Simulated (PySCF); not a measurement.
**[Ga(H2O)6]3+, [GaH12O6]3+, charge +3**

Geometry:
```csv
atom,x (Å),y (Å),z (Å)
Ga1,-0.001,-0.001,-0.001
O2,-0.003,0.103,1.962
H3,-0.075,0.923,2.475
H4,0.064,-0.633,2.591
O5,0.003,-0.102,-1.963
H6,0.088,-0.920,-2.477
H7,-0.074,0.634,-2.592
O8,1.954,0.136,0.000
H9,2.515,0.222,0.787
H10,2.531,0.130,-0.779
O11,-1.955,-0.140,0.000
H12,-2.528,-0.136,0.782
H13,-2.521,-0.216,-0.784
O14,-0.148,1.955,-0.090
H15,0.586,2.589,-0.112
H16,-0.975,2.458,-0.152
O17,0.146,-1.955,0.089
H18,-0.584,-2.593,0.107
H19,0.976,-2.453,0.156
```

Total charge +3.

Level of theory: GIAO KT3/def2-SVP magnetisability, rotational g tensor and spin-rotation constants, non-relativistic, gas phase (PySCF). Geometry: GFN2-xTB.

The calculation is non-relativistic, which matters for the atoms heavier than Zn. For an ion the centre-of-mass motion in the field is neglected.

Q: Give the nuclear spin-rotation constants along the inertial axes (H = +C I·J) beside the isotropic shieldings.

A: Rotational constants 1.6740, 1.6690, 1.6595 GHz. A star marks the isotopologue with that one atom substituted, in its own axes.
```tsv
atom	isotope	Caa (kHz)	Cbb (kHz)	Ccc (kHz)	mean (kHz)	σ (ppm)
Ga1	69Ga	1.777	1.770	1.763	1.770	1904.8
H3	1H	-0.060	-0.259	-0.249	-0.190	26.7
H4	1H	-0.243	-0.169	-0.154	-0.189	26.5
H6	1H	-0.059	-0.259	-0.250	-0.189	26.7
H7	1H	-0.243	-0.166	-0.156	-0.189	26.5
H9	1H	-0.204	-0.112	-0.252	-0.189	26.6
H10	1H	-0.175	-0.248	-0.144	-0.189	26.6
H12	1H	-0.175	-0.248	-0.144	-0.189	26.6
H13	1H	-0.206	-0.109	-0.252	-0.189	26.6
H15	1H	-0.239	-0.236	-0.092	-0.189	26.6
H16	1H	-0.221	-0.102	-0.245	-0.190	26.6
H18	1H	-0.237	-0.236	-0.093	-0.189	26.5
H19	1H	-0.223	-0.101	-0.245	-0.190	26.7
O2	17O*	-0.099	-0.118	-0.131	-0.116	301.8
```
For the geometry as given, no vibrational averaging.
